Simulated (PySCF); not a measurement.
(OH)3Si-S-SiH3: 4 charge schemes on one density

Compound: (OH)3Si-S-SiH3.
Cartesian coordinates in Å at the PBE0-D3(BJ)/def2-SVP level; atoms count from 1:
```
atom  x, y, z in Å
Si1   -0.135    0.124    1.049
O2    -0.767    1.599    1.422
O3    -0.139   -0.750    2.447
O4     1.352    0.432    0.400
S5    -1.176   -1.005   -0.427
Si6    0.022   -0.489   -2.149
H7    -1.505    1.604    2.039
H8    -0.035   -1.702    2.349
H9     1.731    1.285    0.636
H10   -0.743   -1.049   -3.301
H11    0.141    0.988   -2.309
H12    1.369   -1.121   -2.106
```

Density: PBE0/pcSseg-1 (PySCF); schemes: Mulliken, IAO, Hirshfeld and ESP-fitted. Isolated species at its PBE0-D3(BJ)/def2-SVP geometry (one conformer only).

Task: At which atom do the 4 schemes differ most?

Result: At Si1: from +0.492 (Hirshfeld) to +1.476 e (IAO), 0.984 e apart.

Task: Which atoms carry the highest charge in the Mulliken, IAO, Hirshfeld and ESP-fitted schemes?

Result: All schemes agree: Mulliken Si1 (+1.175); IAO Si1 (+1.476); Hirshfeld Si1 (+0.492); ESP-fitted Si1 (+0.995).

Task: Give the atomic charges in each scheme.

Result: In e:

```
atom                  environment  Mulliken     IAO  Hirshfeld  ESP-fitted
 Si1  silicon bonded to 3 O and S    +1.175  +1.476     +0.492      +0.995
  O2    oxygen bonded to Si and H    -0.548  -0.787     -0.311      -0.723
  O3    oxygen bonded to Si and H    -0.546  -0.785     -0.313      -0.689
  O4    oxygen bonded to Si and H    -0.564  -0.787     -0.291      -0.723
  S5        sulfur bonded to 2 Si    -0.581  -0.467     -0.189      -0.419
 Si6  silicon bonded to S and 3 H    +0.463  +0.545     +0.286      +0.354
  H7               hydrogen on O2    +0.263  +0.376     +0.182      +0.460
  H8               hydrogen on O3    +0.261  +0.375     +0.176      +0.433
  H9               hydrogen on O4    +0.269  +0.376     +0.184      +0.481
 H10              hydrogen on Si6    -0.075  -0.108     -0.076      -0.053
 H11              hydrogen on Si6    -0.063  -0.109     -0.070      -0.064
 H12              hydrogen on Si6    -0.052  -0.106     -0.071      -0.054
```

Mean size of the charges over all atoms: IAO 0.525 e, ESP-fitted 0.454 e, Mulliken 0.405 e, Hirshfeld 0.220 e. Each set sums to the total charge, 0, to within 0.001 e. The Hirshfeld scheme weights the molecular density at each point by an atom's share of the summed free-atom densities. The ESP scheme fits charges at the nuclei, held to the total charge, to the electrostatic potential on points at 1.4 to 2.0 times the van der Waals radii.

Task: Sum the charges by element, for elements with more than one atom.

Result: 
| element | atoms | Mulliken | IAO | Hirshfeld | ESP-fitted |
| --- | --- | --- | --- | --- | --- |
| Si | 2 | +1.638 | +2.021 | +0.778 | +1.349 |
| O | 3 | -1.658 | -2.359 | -0.915 | -2.134 |
| H | 6 | +0.602 | +0.804 | +0.326 | +1.204 |

Task: How many electrons does the ESP-fitted scheme count on O3?

Result: Z − q = 8 − (-0.689) ≈ 8.688.
